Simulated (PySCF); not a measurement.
C₅H₉OPSi.
SMILES with atom numbers: `[PH2:1][SiH2:2][CH2:3][c:4]1[cH:5][cH:6][cH:7][o:8]1`

NICS is the negative of the GIAO shielding at a point without a nucleus: at the ring centre (0) and 1 Å above and below it (1); zz is the component along the ring normal. Level: GIAO PBE0/pcSseg-1 (PySCF, non-relativistic, gas phase) on the GFN2-xTB geometry, one conformer.

Ring bond lengths (Å), with Mayer bond orders in brackets: C4–C5 1.363 (1.57), C5–C6 1.419 (1.26), C6–C7 1.357 (1.62), C7–O8 1.347 (1.06), O8–C4 1.352 (1.03).

What do the NICS probes read (ppm)?

```json
{"ring": "C4–C5–C6–C7–O8", "type": "5-membered ring with O; formal bonds all aromatic", "NICS(0)": "-11.8", "NICS(1), two faces": "-10.2 / -9.9", "NICS(1)zz, two faces": "-24.5 / -25.4", "rms pucker (Å)": "0.00", "centre to ring atoms, mean (Å)": "1.16"}
```

What do they say, and how far can they be read as aromaticity?

- C4–C5–C6–C7–O8: mean NICS(1)zz -24.9 ppm, shielded. For a flat ring without four-coordinate atoms the NICS criterion counts such a value as aromatic.

How equal are the bonds by HOMA? HOMA = 1 − mean of α(R − Ropt)² over the ring bonds, with Krygowski's 1993 parameters (CC: Ropt 1.388 Å, α 257.7 Å⁻²; CO: Ropt 1.265 Å, α 157.38 Å⁻²).

- C4–C5–C6–C7–O8: HOMA 0.42; the largest term is that of O8–C4, α(R − Ropt)² = 1.20.

Give the inner angles of the rings and the Hirshfeld charges of the ring atoms.

- C4–C5–C6–C7–O8: C4 109.7° (+0.061 e), C5 106.3° (-0.099 e), C6 106.0° (-0.091 e), C7 110.4° (0.000 e), O8 107.5° (-0.038 e); sum 540.0° against 540° for a flat convex ring.

What are the shieldings of the ring atoms and their hydrogens in the same run (means over atoms taken as equivalent)?

| atoms | environment | σ isotropic (ppm) |
| --- | --- | --- |
| C4 | substituted aromatic carbon | 28.1 |
| C5 | aromatic CH carbon | 74.5 |
| C6 | aromatic CH carbon | 68.6 |
| C7 | aromatic CH next to a ring oxygen | 42.1 |
| O8 | furan-type oxygen | 27.7 |
| H on C5 | aromatic hydrogen | 25.49 |
| H on C6 | aromatic hydrogen | 25.19 |
| H on C7 | aromatic hydrogen | 24.35 |

The run took 79 s of wall time (with the writing of density and orbital grids) on one thread of an Arm Neoverse N1, shared host, and the process peaked at 0.86 GiB of memory. This is the whole shielding run at PBE0/pcSseg-1, SCF included.

Shape of the structure used: `[PH2:1][SiH2:2][CH2:3][c:4]1[cH:5][cH:6][cH:7][o:8]1`: P1–Si2–C3–C4 44°, Si2–C3–C4–C5 121°, H–P1–Si2–C3 -93°, H–P1–Si2–C3 175°.
